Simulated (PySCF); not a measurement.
F2In, charge +1, singlet, at a GFN2-xTB geometry (such geometries of metal compounds can be far from the true shape) (all electrons, no relativity), with bond 3-1 at 1.5 times its length; HF/3-21G in PySCF.

Input for PySCF:
```python
from pyscf import gto, scf

mol = gto.M(
    atom='''
In    0.00000000    0.00000000    0.00000000
F     0.00000000    0.00000000    2.02781766
F     0.00000000    0.00000000   -3.04172649
''',
    basis='3-21g',
    charge=1,
    verbose=4,
)

mf = scf.RHF(mol)
mf.kernel()
mo_i, mo_e, stable_i, stable_e = mf.stability(internal=True, external=True, return_status=True, nroots=6, tol=1e-6)
print('internally stable:', stable_i, ' externally stable:', stable_e)
if not stable_e:
    umf = mf.to_uhf() if not hasattr(mf, 'xc') else mf.to_uks()
    umf.scf_summary = {}
    umf.kernel(umf.make_rdm1(mo_e, umf.mo_occ))
```

Question: Predict the main parts of the log of this PySCF run.

Answer: 
```
PySCF version 2.14.0

[INPUT] verbose = 4
[INPUT] num. atoms = 3
[INPUT] num. electrons = 66
[INPUT] charge = 1
[INPUT] spin (= nelec alpha-beta = 2S) = 0
[INPUT] symmetry False subgroup None
[INPUT] Mole.unit = angstrom
[INPUT] Symbol           X                Y                Z      unit          X                Y                Z       unit  Magmom
[INPUT]  1 In     0.000000000000   0.000000000000   0.000000000000 AA    0.000000000000   0.000000000000   0.000000000000 Bohr   0.0
[INPUT]  2 F      0.000000000000   0.000000000000   2.027817660000 AA    0.000000000000   0.000000000000   3.832020007956 Bohr   0.0
[INPUT]  3 F      0.000000000000   0.000000000000  -3.041726490000 AA    0.000000000000   0.000000000000  -5.748030011935 Bohr   0.0

nuclear repulsion = 200.259914720344
number of shells = 23
number of NR pGTOs = 111
number of NR cGTOs = 49
basis = 3-21g
ecp = {}

******** <class 'pyscf.scf.hf.RHF'> ********
method = RHF
initial guess = minao
damping factor = 0
level_shift factor = 0
DIIS = <class 'pyscf.scf.diis.CDIIS'>
diis_start_cycle = 1
diis_space = 8
diis_damp = 0
SCF conv_tol = 1e-09
SCF conv_tol_grad = None
SCF max_cycles = 50
direct_scf = True
direct_scf_tol = 1e-13
Set gradient conv threshold to 3.16228e-05
Initial guess from minao.
init E= -5899.88731458729
cycle= 1 E= -5911.83970892386  delta_E=  -12  |g|= 0.871  |ddm|= 1.84
cycle= 2 E= -5910.9803286352  delta_E= 0.859  |g|= 2.24  |ddm|=  2.3
cycle= 3 E= -5912.05379102328  delta_E= -1.07  |g|= 0.317  |ddm|= 1.66
cycle= 4 E= -5912.07188466434  delta_E= -0.0181  |g|= 0.29  |ddm|= 0.406
cycle= 5 E= -5912.07939647395  delta_E= -0.00751  |g|= 0.196  |ddm|= 0.0891
cycle= 6 E= -5912.08518457907  delta_E= -0.00579  |g|= 0.0298  |ddm|= 0.108
cycle= 7 E= -5912.08532179218  delta_E= -0.000137  |g|= 0.0151  |ddm|= 0.0337
cycle= 8 E= -5912.08536001749  delta_E= -3.82e-05  |g|= 0.000843  |ddm|= 0.00966
cycle= 9 E= -5912.08536081995  delta_E= -8.02e-07  |g|= 0.000251  |ddm|= 0.00241
cycle= 10 E= -5912.08536088663  delta_E= -6.67e-08  |g|= 6.49e-05  |ddm|= 0.000722
cycle= 11 E= -5912.08536088935  delta_E= -2.72e-09  |g|= 6.29e-06  |ddm|= 0.000163
cycle= 12 E= -5912.08536088938  delta_E= -2.91e-11  |g|= 2.71e-06  |ddm|= 2.06e-05
Extra cycle  E= -5912.08536088938  delta_E= 9.09e-13  |g|= 3.35e-06  |ddm|= 4.18e-06
converged SCF energy = -5912.08536088938
rhf_internal: lowest eigs of H = [0.1831937  0.18319371 0.72147695 0.72147697 0.94319242 1.03070398]
<class 'pyscf.scf.hf.RHF'> wavefunction is stable in the internal stability analysis
rhf_real2complex: lowest eigs of H = [0.00237353 0.00237353 0.07725378 0.15916324 0.15916328 0.2297474 ]
<class 'pyscf.scf.hf.RHF'> wavefunction is stable in the real -> complex stability analysis
rhf_external: lowest eigs of H = [-0.33077997 -0.04296567 -0.04296566  0.03246256  0.12785474  0.12785491]
<class 'pyscf.scf.hf.RHF'> wavefunction has an RHF/RKS -> UHF/UKS instability
internally stable: True  externally stable: False

******** <class 'pyscf.scf.uhf.UHF'> ********
method = UHF
initial guess = minao
damping factor = 0
level_shift factor = 0
DIIS = <class 'pyscf.scf.diis.CDIIS'>
diis_start_cycle = 1
diis_space = 8
diis_damp = 0
SCF conv_tol = 1e-09
SCF conv_tol_grad = None
SCF max_cycles = 50
direct_scf = True
direct_scf_tol = 1e-13
number electrons alpha = 33  beta = 33
Set gradient conv threshold to 3.16228e-05
init E= -5912.01647318401
cycle= 1 E= -5912.19040794499  delta_E= -0.174  |g|= 0.266  |ddm|= 0.555
cycle= 2 E= -5912.22072268354  delta_E= -0.0303  |g|= 0.0832  |ddm|= 0.211
cycle= 3 E= -5912.22498231521  delta_E= -0.00426  |g|= 0.0354  |ddm|= 0.0757
cycle= 4 E= -5912.22621613226  delta_E= -0.00123  |g|= 0.0149  |ddm|= 0.0495
cycle= 5 E= -5912.22660209179  delta_E= -0.000386  |g|= 0.0104  |ddm|= 0.0284
cycle= 6 E= -5912.22701366141  delta_E= -0.000412  |g|= 0.00829  |ddm|= 0.0366
cycle= 7 E= -5912.22773311261  delta_E= -0.000719  |g|= 0.00452  |ddm|= 0.108
cycle= 8 E= -5912.22781003211  delta_E= -7.69e-05  |g|= 0.00149  |ddm|= 0.0291
cycle= 9 E= -5912.227830825  delta_E= -2.08e-05  |g|= 0.000645  |ddm|= 0.0208
cycle= 10 E= -5912.22783199156  delta_E= -1.17e-06  |g|= 9.5e-05  |ddm|= 0.0045
cycle= 11 E= -5912.22783203204  delta_E= -4.05e-08  |g|= 6.54e-05  |ddm|= 0.00116
cycle= 12 E= -5912.22783203513  delta_E= -3.09e-09  |g|= 6.31e-06  |ddm|= 0.000115
cycle= 13 E= -5912.2278320352  delta_E= -7.28e-11  |g|= 1.86e-06  |ddm|= 5.48e-05
Extra cycle  E= -5912.22783203522  delta_E= -1.09e-11  |g|= 1.23e-06  |ddm|= 2.25e-06
converged SCF energy = -5912.22783203522  <S^2> = 1.0325855  2S+1 = 2.2650258
```
